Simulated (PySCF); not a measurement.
## Relaxation of quartet MnCl₃⁺

All numbers come from UPBE in PySCF with Mn def2-SVP, Cl def2-SVP; no relativity; density-fitted integrals. A (50,194) grid was used.

A hand-made trigonal pyramidal start, of C3v symmetry, held to at least that symmetry:

Coordinates in bohr (charge 1 multiplicity 4):
```
Mn    0.0000    0.0000   -1.2440
Cl    3.5646    0.0000    0.6514
Cl   -1.7823    3.0871    0.6514
Cl   -1.7823   -3.0871    0.6514
```

Optimiser trace:
```tsv
step	E − E(last) (kJ/mol)	largest gradient (Eh/bohr)
0	47.62	0.04383
1	29.19	0.02839
2	13.22	0.00515
3	8.02	0.00416
4	2.88	0.00535
5	2.11	0.00455
6	0.52	0.00139
7	0.26	0.00317
8	0.04	0.00039
9	0.01	0.00014
10	0.00	0.00006
```

It ends at D3h with Mn–Cl 2.064 Å (×3); Cl–Mn–Cl 120.0° (×3). A frequency run shows a minimum. Other isomers or separated fragments may lie lower.

Other spin states or occupations of the open shell can lie lower.
